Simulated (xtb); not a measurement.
xtb input (GFN2-xTB):

```bash
xtb mol.xyz --gfn 2 --ohess tight --chrg -1 --uhf 0
```
mol.xyz:
```
6

C      0.95392497    -0.01458408    -0.00332563
C     -0.26300168    -0.27361880     0.44244474
O     -1.36888979     0.14313356    -0.30755687
H      1.14792801     0.54701236    -0.93650001
H      1.82520271    -0.31567781     0.59288183
H     -2.20323105    -0.17964022     0.17148413
```

Output:

```
           -------------------------------------------------
          |                Calculation Setup                |
           -------------------------------------------------

           -------------------------------------------------
          |                 G F N 2 - x T B                 |
           -------------------------------------------------

        Reference                      10.1021/acs.jctc.8b01176
      * Hamiltonian:
        H0-scaling (s, p, d)           1.850000    2.230000    2.230000
        zeta-weighting                 0.500000
      * Dispersion:
        s8                             2.700000
        a1                             0.520000
        a2                             5.000000
        s9                             5.000000
      * Repulsion:
        kExp                           1.500000    1.000000
        rExp                           1.000000
      * Coulomb:
        alpha                          2.000000
        third order                    shell-resolved
        anisotropic                    true
        a3                             3.000000
        a5                             4.000000
        cn-shift                       1.200000
        cn-exp                         4.000000
        max-rad                        5.000000

          ...................................................
          :                      SETUP                      :
          :.................................................:
          :  # basis functions                  15          :
          :  # atomic orbitals                  15          :
          :  # shells                            9          :
          :  # electrons                        18          :
          :  max. iterations                   250          :
          :  Hamiltonian                  GFN2-xTB          :
          :  restarted?                      false          :
          :  GBSA solvation                  false          :
          :  PC potential                    false          :
          :  electronic temp.          300.0000000     K    :
          :  accuracy                    1.0000000          :
          :  -> integral cutoff          0.2500000E+02      :
          :  -> integral neglect         0.1000000E-07      :
          :  -> SCF convergence          0.1000000E-05 Eh   :
          :  -> wf. convergence          0.1000000E-03 e    :
          :  Broyden damping             0.4000000          :
          :  net charge                         -1          :
          :  unpaired electrons                  0          :
          ...................................................

 iter      E             dE          RMSdq      gap      omega  full diag
   1    -10.0116798 -0.100117E+02  0.531E+00    4.18       0.0  T
   2    -10.0155337 -0.385395E-02  0.321E+00    4.04       1.0  T
   3    -10.0080756  0.745811E-02  0.162E+00    4.36       1.0  T
   4    -10.0181960 -0.101204E-01  0.269E-01    4.21       1.0  T
   5    -10.0182169 -0.208446E-04  0.823E-02    4.22       1.0  T
   6    -10.0182195 -0.257085E-05  0.292E-02    4.23       1.4  T
[...]
           -------------------------------------------------
          |                Geometry Summary                 |
           -------------------------------------------------

      molecular mass/u    :       43.0446990
   center of mass at/Å    :       -0.3060638      -0.0409297       0.0245031
  moments of inertia/u·Å² :        0.7652763E+01   0.4804441E+02   0.5569717E+02
rotational constants/cm⁻¹ :        0.2202817E+01   0.3508761E+00   0.3026659E+00

 * 3 selected distances

     #   Z          #   Z                                           value/Å
     1   6 C        2   6 C                                       1.3406075 (max)
     1   6 C        5   1 H                                       1.0962974
     3   8 O        6   1 H                                       0.9627533 (min)

 * 3 distinct bonds (by element types)

   Z      Z             #   av. dist./Å        max./Å        min./Å
   1 H    6 C           1     1.0962974     1.0962974     1.0962974
   6 C    6 C           1     1.3406075     1.3406075     1.3406075
   1 H    8 O           1     0.9627533     0.9627533     0.9627533

           -------------------------------------------------
          |               Frequency Printout                |
           -------------------------------------------------
 projected vibrational frequencies (cm⁻¹)
eigval :       -0.00    -0.00     0.00     0.00     0.00     0.00
eigval :      318.30   411.37   714.47   770.84   806.15  1016.73
eigval :     1128.56  1408.66  1563.95  2630.00  2868.34  3555.22
 reduced masses (amu)
   1: 12.61   2: 10.80   3: 13.65   4: 12.75   5: 10.83   6:  9.66   7:  2.48   8:  9.15
   9:  2.49  10: 12.10  11:  4.38  12:  5.82  13:  3.75  14:  3.56  15:  9.81  16:  1.71
  17:  1.68  18:  1.88
 IR intensities (km·mol⁻¹)
   1: 21.64   2:  9.41   3:  7.33   4: 21.21   5:  4.14   6:  8.46   7: 97.28   8:  6.75
   9:  1.23  10:203.80  11: 15.46  12: 26.62  13: 95.22  14: 78.17  15: 20.30  16:521.22
  17:355.93  18: 33.26
 Raman intensities (Ä⁴*amu⁻¹)
   1:  0.00   2:  0.00   3:  0.00   4:  0.00   5:  0.00   6:  0.00   7:  0.00   8:  0.00
   9:  0.00  10:  0.00  11:  0.00  12:  0.00  13:  0.00  14:  0.00  15:  0.00  16:  0.00
  17:  0.00  18:  0.00
 output can be read by thermo (or use thermo option).
 writing <g98.out> molden fake output.
 recommended (thermochemical) frequency scaling factor: 1.0
           -------------------------------------------------
          |             Thermodynamic Functions             |
Molecule has the following symmetry elements: (sigma)
It seems to be the Cs point group
Note: The following floating-point exceptions are signalling: IEEE_UNDERFLOW_FLAG IEEE_DENORMAL
normal termination of xtb
           -------------------------------------------------

cs  symmetry found (for desy threshold:  0.10E+00) used in thermo

          ...................................................
          :                      SETUP                      :
          :.................................................:
          :  # frequencies                          12      :
          :  # imaginary freq.                       0      :
          :  linear?                             false      :
          :  only rotor calc.                    false      :
          :  symmetry                               cs      :
          :  rotational number                       1      :
          :  scaling factor                  1.0000000      :
          :  rotor cutoff                   50.0000000 cm⁻¹ :
          :  imag. cutoff                  -20.0000000 cm⁻¹ :
          :.................................................:

    mode    ω/cm⁻¹     T·S(HO)/kcal·mol⁻¹    T·S(FR)/kcal·mol⁻¹   T·S(vib)
   ------------------------------------------------------------------------
   ------------------------------------------------------------------------

   temp. (K)  partition function   enthalpy   heat capacity  entropy
                                   cal/mol     cal/K/mol   cal/K/mol   J/K/mol
 298.15  VIB   1.62                  649.416      6.006      3.135
         ROT  0.109E+05              888.752      2.981     21.461
         INT  0.177E+05             1538.168      8.987     24.596
         TR   0.273E+27             1481.254      4.968     37.189
         TOT                        3019.4219    13.9549    61.7843   258.5055

       T/K    H(0)-H(T)+PV         H(T)/Eh          T*S/Eh         G(T)/Eh
   ------------------------------------------------------------------------
    298.15    0.481176E-02    0.439793E-01    0.293557E-01    0.146236E-01
   ------------------------------------------------------------------------

         :::::::::::::::::::::::::::::::::::::::::::::::::::::
         ::                  THERMODYNAMIC                  ::
         :::::::::::::::::::::::::::::::::::::::::::::::::::::
         :: total free energy          -9.913975910830 Eh   ::
         ::.................................................::
         :: total energy               -9.928599547391 Eh   ::
         :: zero point energy           0.039167593613 Eh   ::
         :: G(RRHO) w/o ZPVE           -0.024543957052 Eh   ::
         :: G(RRHO) contrib.            0.014623636561 Eh   ::
         :::::::::::::::::::::::::::::::::::::::::::::::::::::

optimized geometry written to: xtbopt.xyz

           -------------------------------------------------
          | TOTAL ENERGY               -9.928599547391 Eh   |
          | TOTAL ENTHALPY             -9.884620198769 Eh   |
          | TOTAL FREE ENERGY          -9.913975910830 Eh   |
          | GRADIENT NORM               0.000118457142 Eh/α |
          | HOMO-LUMO GAP               4.457008405210 eV   |
           -------------------------------------------------

------------------------------------------------------------------------
------------------------------------------------------------------------
 total:
 SCF:
 ANC optimizer:
 analytical hessian:
```

It need not be the lowest isomer of its formula. Whether it binds its extra electron was not tested at this geometry.
